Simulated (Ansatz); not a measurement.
Mg₂Se₂. Total charge 0; triplet. Geometry r2SCAN-D4/def2-SVPD, that of the charge -1 doublet; atoms count from 1.

```xyz
4

Mg    0.444   -1.377    0.066
Mg   -0.444    1.377   -0.066
Se   -0.793   -0.166    1.868
Se    0.793    0.166   -1.868
```

At PBE0-D4/def2-TZVPD a singlet of charge 0 lies 1.76 eV below the triplet at the same geometry. The structure comes from a short search, and lower isomers may exist.

Question: Estimate the Mulliken populations from the PBE0/def2-TZVPD orbitals of Ansatz.

Answer: 
```tsv
atom	charge (e)	spin (α − β)
Mg1	0.59	0.44
Mg2	0.59	0.44
Se3	-0.59	0.56
Se4	-0.59	0.56
```
Mulliken values and Mayer orders depend strongly on the basis. With diffuse functions, as here, like atoms can get unlike values, and bond orders can come out too low or too high.

Question: Where does the spin sit?

Answer: Summed by element: Mg 0.88, Se 1.12, of 2 unpaired in all. Largest on single atoms: Se4 0.56, Se3 0.56, Mg2 0.44.

Question: And the Mayer bond orders between bonded heavy atoms (over 0.3)?

Answer: Mg1–Mg2 0.33 (2.90 Å); Mg1–Se3 0.60 (2.50 Å); Mg1–Se4 0.60 (2.50 Å); Mg2–Se3 0.60 (2.50 Å); Mg2–Se4 0.60 (2.50 Å).
